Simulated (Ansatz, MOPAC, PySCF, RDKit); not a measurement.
Noncovalent pair: CH4O (SMILES CO) (first 6 atoms) with CH6Si (SMILES C[SiH3]); geometry from B3LYP-D3(BJ)/def2-TZVP, rigid monomers moved along the line of their centres of mass till O2···Si8 is 3.00 Å.
(charge 0, multiplicity 1):
```xyz
14

C      0.3369    -0.2705    -0.2764
O      0.5299     0.7842     0.6579
H     -0.2144    -1.1086     0.1618
H      1.3268    -0.6210    -0.5648
H     -0.1859     0.0709    -1.1759
H     -0.3309     1.1081     0.9428
C      1.3369     0.3862     3.6621
Si    -0.3828    -0.2659     3.3198
H      1.8051     0.6925     2.7263
H      1.9567    -0.3815     4.1292
H      1.3023     1.2462     4.3334
H     -1.2361     0.7766     2.6894
H     -1.0567    -0.6789     4.5768
H     -0.3514    -1.4392     2.4140
```

Monomers are frozen at their geometry in the pair; levels with a basis set take the counterpoise correction. RDKit's UFF carries no charges.

Correlated levels freeze the cores. The state reached by AM1 isn't checked.

Codes used: Ansatz (Gaussian orbitals); MOPAC for AM1 (differences of heats of formation); PySCF for the dispersion terms; RDKit for the force fields. Each number belongs to the level named beside it.

```json
[
 {"level": "UFF", "interaction energy (kJ/mol)": "27.3"},
 {"level": "AM1", "interaction energy (kJ/mol)": "20.0"},
 {"level": "PBE/def2-TZVPPD", "interaction energy (kJ/mol)": "-0.6"},
 {"level": "B3LYP/def2-TZVPPD", "interaction energy (kJ/mol)": "5.7"},
 {"level": "B3LYP-D4/def2-TZVPPD", "interaction energy (kJ/mol)": "-6.1"},
 {"level": "PBE0/def2-TZVPPD", "interaction energy (kJ/mol)": "-0.4"},
 {"level": "wB97X-V/def2-TZVPPD", "interaction energy (kJ/mol)": "-5.9"},
 {"level": "CCSD/aug-cc-pV(D+d)Z", "interaction energy (kJ/mol)": "___"},
 {"level": "CCSD(T)/aug-cc-pV(D+d)Z", "interaction energy (kJ/mol)": "___"}
]
```

### Question
Some entries are withheld; supply them.

### Answer

- CCSD/aug-cc-pV(D+d)Z, interaction energy (kJ/mol): 0.2
- CCSD(T)/aug-cc-pV(D+d)Z, interaction energy (kJ/mol): -2.2

Ansatz is an electronic-structure program.
